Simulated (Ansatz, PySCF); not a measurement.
Gas-phase reaction (SMILES): NB(N)F → N[B]F + [NH2] (NH2); the B-N bond at the site shown breaks (other sites are not compared here).

Structures are relaxed separately at B3LYP-D3(BJ)/def2-TZVP in Ansatz (a program for electronic structure), one conformer each, not searched for the lowest. Valence correlation only, unless marked. Open shells are spin-unrestricted. Spin-orbit coupling is left out. Non-relativistic. Basis-set limits of correlation are two-point, X^-3; Hartree-Fock from the larger set. Thermal terms are rigid-rotor harmonic-oscillator values from B3LYP-D3(BJ) frequencies (Ansatz or PySCF) at 298.15 K and 1 atm. 1 Eh = 627.5095 kcal/mol. Electronic entropy comes from spin alone.

| species | E, CCSD(T)/CBS(cc-pVTZ,cc-pVQZ) (Ansatz) (Eh) | E, r2SCAN-D4/def2-TZVPD (Ansatz + dftd4) (Eh) | H - E (Eh) | G - E (Eh) |
|---|---|---|---|---|
| NB(N)F | -236.54350 | -236.74264 | 0.06612 | 0.03359 |
| N[B]F | -180.50827 | -180.66799 | 0.03593 | 0.00638 |
| [NH2] (NH2) | -55.81993 | -55.87179 | 0.02268 | 0.00058 |

Question: Work out ΔE and ΔH, ΔG, ΔS and the equilibrium constant at 298.15 K at the first level, then ΔH at the second.

Answer: 
1. ΔE = [(-180.50827) + (-55.81993)] - [(-236.54350)] = 0.21530 Eh = 135.1 kcal/mol at CCSD(T)/CBS(cc-pVTZ,cc-pVQZ).
2. The terms H - E add up to -0.00751 Eh, so ΔH = (0.21530 + (-0.00751))×627.5095 = 130.4 kcal/mol.
3. The terms G - E add up to -0.02663 Eh, so ΔG = 118.4 kcal/mol, and ΔS = (-0.00751 - (-0.02663))×627509.5/298.15 = 40.2 cal/(mol K).
4. log10 K = -ΔG/(RT ln 10) = -86.8, with RT ln 10 = 1.3642 kcal/mol.
5. With ΔH and ΔS taken as constant, ΔG changes sign near ΔH/ΔS = 3240 K, a rough figure that leaves out heat capacities.
6. At r2SCAN-D4/def2-TZVPD the same steps give ΔE = 127.3 and ΔH = 122.6 kcal/mol, a shift of -7.8 from the first level.
7. These values are not checked against measurement here, since the tables used lack a sound gas-phase enthalpy of formation for at least one species.
